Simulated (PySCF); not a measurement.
The PySCF input:
```python
from pyscf import gto, scf, dft

mol = gto.M(
    atom='''
Ge    0.01273408   -0.00945855    0.40380931
F     0.85130033    1.56847282   -0.70909783
F    -0.89657706   -1.53484242   -0.72666861
''',
    basis='def2-svp',
    charge=-1,
    spin=1,
    verbose=4,
)

mf = dft.UKS(mol)
mf.xc = 'm062x'
mf.kernel()
```

Task: Estimate the HOMO energy that M062X/def2-SVP run with PySCF returns for this input.

Result: -0.04 eV

Task: What Mulliken (on the basis functions themselves) charges in atom order does M062X/def2-SVP give?

Result: Ge1 0.21, F2 -0.60, F3 -0.60

Task: Estimate the number of basis functions that M062X/def2-SVP returns for this input.

Result: 60

Task: Predict the <S^2> from M062X/def2-SVP.

Result: 0.759

These values belong to the state on which the SCF converged, which isn't shown to be the lowest.
